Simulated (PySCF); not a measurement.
C5H3Cl, SMILES C#CC=C=CCl.

Geometry: PBE0-D3(BJ)/def2-SVP. This is a generated structure with no PubChem entry under its InChIKey; it may be hypothetical.

The numbers are results of PBE/def2-TZVP in PySCF, not measurements.

Gas-phase values at a fixed geometry.

- total energy = -652.04736 hartree
- highest occupied level = -6.39 eV
- lowest empty level = -2.50 eV
- orbital gap = 3.90 eV
- dipole moment = 1.23 D
- quadrupole, principal values (traceless, Buckingham form, about the centre of nuclear charge) = -4.35, -1.03, 5.38 D·Å
- mean static polarisability = 79.3 bohr³ (11.74 Å³)
- polarisability, principal values = 47.6, 55.2, 135.0 bohr³
